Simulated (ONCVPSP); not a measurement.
# An all-electron radial function and its pseudo partner (oxygen (O))

Columns: radius, all-electron u(r) and pseudo u(r) of the 2s shell (level -27.51 eV) of oxygen in the configuration [He] 2s2 2p3.75; PBE, non-relativistic, ONCV scheme, ONCVPSP 4.0.1.

| r (bohr) | all-electron | pseudo |
| --- | --- | --- |
| 0.068 | -0.3892 | 0.0725 |
| 0.135 | -0.3994 | 0.1472 |
| 0.202 | -0.2423 | 0.2283 |
| 0.270 | -0.0213 | 0.3193 |
| 0.338 | 0.2054 | 0.4184 |
| 0.405 | 0.4079 | 0.5205 |
| 0.473 | 0.5812 | 0.6232 |
| 0.540 | 0.7174 | 0.7184 |
| 0.608 | 0.8216 | 0.8044 |
| 0.675 | 0.8935 | 0.8747 |
| 0.742 | 0.9394 | 0.9268 |
| 0.810 | 0.9635 | 0.9581 |
| 0.878 | 0.9692 | 0.9680 |
| 0.945 | 0.9607 | 0.9606 |
| 1.013 | 0.9409 | 0.9409 |
| 1.080 | 0.9132 | 0.9132 |
| 1.148 | 0.8790 | 0.8790 |
| 1.215 | 0.8411 | 0.8411 |
| 1.283 | 0.8000 | 0.8000 |
| 1.350 | 0.7580 | 0.7580 |
| 1.418 | 0.7148 | 0.7148 |
| 1.485 | 0.6724 | 0.6724 |
| 1.553 | 0.6301 | 0.6301 |
| 1.620 | 0.5896 | 0.5896 |
| 1.688 | 0.5499 | 0.5499 |
| 1.755 | 0.5124 | 0.5124 |

Problem. How many radial nodes do the two functions have?

Solution. The all-electron 2s function has n − l − 1 = 1; the pseudo-wave has 0, since the states of the same l below it are removed with the core.

Problem. At about which radius was the pseudo-wave matched?

Solution. 1.00 bohr, where the columns begin to agree (steps of 0.07 bohr).

Problem. Is the pseudo-wave norm-conserving?

Solution. Yes: the ONCV scheme keeps the norm inside the radius equal to the all-electron one, which fixes the energy derivative of the logarithmic derivative at the level.
